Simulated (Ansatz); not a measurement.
Reaction (substitution at a C–F bond): `CC(C)(C)F` + `[CH3][Nb](=[NH])([F])[Cl]` → `CC(C)(C)[N]=[Nb]([CH3])([F])[Cl]` + H–F

Program: Ansatz. Geometries: PBE0-D4/def2-TZVP. ΔE: electronic, gas phase. CBS: MP2 limit from def2 TZ/QZ plus the TZ coupled-cluster correction, frozen cores. This one scheme is used for every species. DFT in def2-TZVPP. def2 core potentials past Kr. For Nb outer-core shells are correlated without core-valence functions, which leaves a few kJ/mol of doubt a bond. One conformer a species, not always the lowest.

Question: Is it downhill or uphill in electronic energy at CCSD(T)/CBS, and by how much? (Best estimate.)

Answer: Computed: Downhill: ΔE = -9.3 kcal/mol.

Question: What do these levels give: LDA (SPW92), BHLYP-D4, r2SCANh, r2SCAN0, CAM-B3LYP, HF/def2-SVP? (An estimate is asked.)

Answer: Ansatz gave: LDA (SPW92) -5.2, BHLYP-D4 -5.2, r2SCANh -3.4, r2SCAN0 -3.8, CAM-B3LYP -0.7, HF/def2-SVP 0.9 kcal/mol.

Largest T1 diagnostic among the species: 0.020.

Leaving LDA and LC-ωPBE aside and taking each functional with its dispersion term where it has one, the values, not all of them listed here, spread over 5.8 kcal/mol, from PBE-QIDH to B97M-V. LDA lies −2.0 kcal/mol from PBE without D4. The D4 term adds −4.8 kcal/mol with B3LYP and −2.9 kcal/mol with PBE0; it sums over pairs of atoms, weighted by their polarisabilities, and B3LYP, whose exchange is more repulsive, gets the larger term.

B3LYP here is the variant with VWN-RPA as its local correlation; programs differ in this.
